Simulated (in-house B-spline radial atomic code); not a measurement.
**How G0W0 and RPA depend on the start: the zirconium ion Zr⁷⁺**

Configuration [Ar] 3d10 4s2 4p3, highest spin. Computed with an all-electron radial atomic-structure program (B-spline basis): all electrons, non-relativistic, point nucleus, each spin shell either full or empty, empty states to l = 9 with an (l + 1/2)⁻⁴ tail; G0W0 by contour deformation at full frequency.

Without relativity these are model numbers: it shifts the levels of so heavy an element strongly and can reorder them.

```
            start  mean-field 4p up (eV)  G0W0 (eV)  QP weight  RPA correlation (Eh)
     Hartree-Fock                -134.27          ?          ?                     ?
         LDA VWN5                -125.48    -134.74      0.958                -2.487
              PBE                -125.47    -134.72      0.958               -2.4835
             PBE0                -127.95    -134.81      0.965               -2.4322
           r2SCAN                -126.38          ?          ?                     ?
            HSE06                -127.47    -134.81      0.964                -2.436
  B3LYP (VWN-RPA)                -127.32    -134.79      0.964               -2.4434
             SCAN                -126.45    -134.77      0.962               -2.4497
             TPSS                -125.77    -134.78      0.959               -2.4738
        BHandHLYP                -130.08    -134.88      0.970               -2.3855
        CAM-B3LYP                -129.26    -134.85      0.968               -2.4244
          LC-wPBE                -130.81    -134.90      0.970               -2.4284
            wB97X                -130.38    -134.84      0.970                -2.416
           PBEsol                -125.45    -134.73      0.958               -2.4847
             BLYP                -125.16    -134.71      0.958               -2.4847
          r2SCAN0                -128.58    -134.85      0.967               -2.4103
LDA exchange-only                -124.11    -134.78      0.957               -2.4865
```

Question: What G0W0 level, weight and RPA correlation energy follow from the r2SCAN start?

Answer: G0W0 level -134.79 eV, weight 0.962, RPA correlation -2.451 hartree.

Question: What G0W0 level, weight and RPA correlation energy follow from the Hartree-Fock start?

Answer: G0W0 level -135.01 eV, weight 0.977, RPA correlation -2.2988 hartree.

Question: How much of the dependence on the start does G0W0 remove?

Answer: The mean-field levels span 10.2 eV and the G0W0 levels 0.3 eV. Against 133.7 ± 0.5 eV (NIST, semi-empirical) the G0W0 removal energies are off by +1.01 to +1.31 eV, with relativity, Breit and QED terms left out.
